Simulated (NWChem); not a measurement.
Molecule: C3HF4, doublet; SMILES [CH]=C(F)C(F)(F)F

```xyz
8

C     -1.3485    -1.5623    -0.0008
C     -0.1719    -0.9627    -0.0002
F      1.0042    -1.6132     0.0015
C      0.0261     0.5474     0.0000
F      0.7275     0.9365    -1.0844
F      0.7115     0.9384     1.0941
F     -1.1615     1.1841    -0.0091
H     -2.4140    -1.3232    -0.0022
```
Atoms are numbered in this order, from 1.

Results from NWChem. Spin-unrestricted. Geometry: optimised at PBE-D3(BJ)/def2-SVP, spin-unrestricted. Not confirmed as a minimum by frequencies. No stability test was run on the SCF state. Level: M06-2X/def2-SVP with COSMO at NWChem's default radii, gas-phase geometry; rows give the dielectric constant. Reactions with the solvent are ignored.

For dielectric constant 25.0:

- electrostatic solvation energy (kcal/mol): -2.4
- dipole in solution (D): 2.56

Problem. How do the values read with dielectric constant 2.0 instead?

Solution. 
| Quantity | Result |
|---|---|
| electrostatic solvation energy (kcal/mol) | -1.2 |
| dipole in solution (D) | 2.30 |
